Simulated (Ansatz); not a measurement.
Molecule: C4H8O, charge 0, multiplicity 1. 
Geometry from a B3LYP-D3(BJ)/def2-TZVP (Ansatz, a first-principles code) optimisation:
```
C
H 1 1.0921
H 1 1.0921 2 105.75
C 1 1.5220 2 109.01 3 -117.07
H 4 1.0984 1 111.39 2 -64.37
H 4 1.0984 5 104.53 1 120.40
C 4 1.5038 5 106.91 6 113.13
O 7 1.2038 4 125.05 5 124.25
H 7 1.1117 8 120.27 4 180.00
C 1 1.5256 2 110.19 3 119.07
H 10 1.0910 1 111.15 2 -58.16
H 10 1.0928 11 107.68 1 -122.14
H 10 1.0928 11 107.68 12 -115.72
```

Wanted: atomisation energy (electronic, to ground-state atoms), in kcal/mol. Cores are frozen in the correlated levels unless marked. Open shells are spin-unrestricted. No spin-orbit coupling. Non-relativistic. The coupled-cluster limit lacks core correlation, which all-electron functionals hold. CBS(X,Y): correlation extrapolated as X^-3; Hartree-Fock from the larger set. [CCSD(T)-MP2]/basis is that difference in the basis named.

```csv
level,program,atomisation energy (kcal/mol)
HF/6-31G*,Ansatz,936.7
BLYP/def2-TZVPD,Ansatz,1252.5
r2SCAN-D4/def2-TZVPD,Ansatz + dftd4,1267.7
PBE0-D4/def2-TZVP,Ansatz + dftd4,1272.6
```

Task: Predict the RI-MP2/CBS(cc-pVTZ,cc-pVQZ)+[CCSD(T)-MP2]/cc-pVTZ result (Ansatz).

Result: 1265.7 kcal/mol, so PBE0-D4/def2-TZVP differs from it by 6.9 kcal/mol.
